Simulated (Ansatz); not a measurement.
`C[CH2][GeH]([OH])[OH]` + `CC(C)S[SiH3]` → `[OH][GeH]([OH])[SiH3]` + `CCSC(C)C`  (formal exchange of groups at a Ge–C bond)

Isolated molecules relaxed with PBE0-D4/def2-TZVP in Ansatz; ΔE leaves out vibrations. CCSD(T)/CBS is the MP2 limit (def2-TZVPP, def2-QZVPP) plus CCSD(T) − MP2 in def2-TZVPP, frozen cores. DFT in def2-TZVPP. For Ge outer-core shells are correlated without core-valence functions, which leaves a few kJ/mol of doubt a bond. Scalar relativity is left out up to krypton. One conformer a species, not always the lowest.

```tsv
level	ΔE (kcal/mol)	difference from CCSD(T)/CBS
r2SCAN-D4	19.7	-1.4
PBE0-D4	19.0	-2.1
ωB97X-V	19.8	-1.3
ωB97M-V	20.6	-0.5
B2PLYP	20.3	-0.8
PBE	17.2	-3.9
r2SCAN	19.7	-1.4
PBE0	18.8	-2.3
HF/def2-TZVPP	22.2	1.1
MP2/def2-TZVPP	22.6	1.5
SCS-MP2/def2-TZVPP	21.9	0.8
CCSD/def2-TZVPP	21.2	0.1
CCSD(T)/def2-TZVPP	20.9	-0.2
HF/def2-QZVPP	22.1	1.0
SCS-MP2/def2-QZVPP	22.0	0.9
MP2/CBS(def2)	22.8	1.7
CCSD(T)/CBS	21.1	0
```

Largest T1 diagnostic among the species: 0.013.

From PBE to PBE0 (25 % exact exchange), in def2-TZVPP and without D4, ΔE moves by +1.6 kcal/mol.
